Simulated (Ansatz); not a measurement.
HNP (SMILES [NH+]#P), charge 1, multiplicity 1, relaxed at each level with Ansatz (a first-principles code); harmonic frequencies from differences of analytic forces, average atomic masses, frozen cores.

### Question
Give the equilibrium geometry, the harmonic frequencies and the zero-point energy at CCSD(T)/cc-pV(D+d)Z.

### Answer

(charge 1, multiplicity 1):
```tsv
atom	x (Å)	y (Å)	z (Å)
N	0.0000	0.0000	-0.9095
P	0.0000	0.0000	0.5712
H	0.0000	0.0000	-1.9357
```
Frequencies (cm⁻¹): 683, 683, 1357, 3583. Zero-point energy 9.01 kcal/mol.

### Question
Give the equilibrium geometry, the harmonic frequencies and the zero-point energy at CCSD(T)/cc-pV(T+d)Z.

### Answer

(charge 1, multiplicity 1):
```xyz
3

N      0.00000     0.00000    -0.90929
P      0.00000     0.00000     0.55889
H      0.00000     0.00000    -1.92357
```
Frequencies (cm⁻¹): 683, 683, 1389, 3606. Zero-point energy 9.09 kcal/mol.

Doubts at one or more of the structures used: a restricted determinant that unrestricted orbitals would lower (CCSD(T)/cc-pV(D+d)Z, CCSD(T)/cc-pV(T+d)Z).
